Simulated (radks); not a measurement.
Spherical jellium clusters: N electrons in a uniform positive sphere of charge N and radius rs N^(1/3), rs = 2.57 bohr. Calculated with a radial shooting solver with Libxc functionals: non-relativistic Kohn-Sham, LDA (Slater exchange, Perdew-Wang correlation), spin-polarised, spherical densities. Levels are named by radial order and angular momentum (1s, 1p, 1d, 2s, ...), and open shells are averaged over m.

N = 5, configuration 1s2 1p(up 3, down 0). This is the lowest configuration that the search found. Occupied and some empty levels:

| level | occupation | eigenvalue (eV) | <r> (bohr) |
|---|---|---|---|
| 1s up | 1 | -7.3052 | 3.182 |
| 1s down | 1 | -6.1698 | 3.175 |
| 1p up | 3 | -3.8778 | 4.277 |
| 1p down | 0 | -2.7743 | 4.505 |
| 2s up | 0 | -1.0235 | 7.073 |
| 1d up | 0 | -0.66791 | 6.204 |
| 2s down | 0 | -0.63798 | 8.111 |
| 1d down | 0 | -0.034694 | 8.206 |

Energy (eV): total -4.73581, kinetic 17.847, external -171.22, Hartree 79.890, exchange-correlation -24.132, background 92.879.
